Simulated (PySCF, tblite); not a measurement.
Energy landscape of H2B (anion, charge -1), singlet: symmetric bend, bond length relaxed. Scanned: H-B-H angle. Other coordinates (B-H bond length) were minimised at PBE0/def2-TZVP.

Computed with: GFN2-xTB, 300 K electronic temperature (tblite); CAM-B3LYP/aug-cc-pVDZ (PySCF); CCSD(T) on RHF/aug-cc-pVDZ, 1 core orbital frozen (PySCF).

Energies relative to the lowest point of each profile, in kcal/mol:

```tsv
a / °	GFN2-xTB	CAM-B3LYP
180	57.1	20.4
170	52.6	19.6
160	44.6	17.1
150	34.2	13.5
140	23.5	9.4
120	6.6	2.1
110	1.8	0.1
100	0.0	0.0
90	1.7	2.1
80	7.8	6.8
70	20.2	14.3
60	41.9	24.5
```

Question: Estimate the CCSD(T) values at these points.

Answer: 180: 21.8; 170: 20.8; 160: 18.1; 150: 14.2; 140: 9.7; 120: 2.1; 110: 0.1; 100: 0.0; 90: 2.1; 80: 6.8; 70: 14.1; 60: 24.0 (kcal/mol).
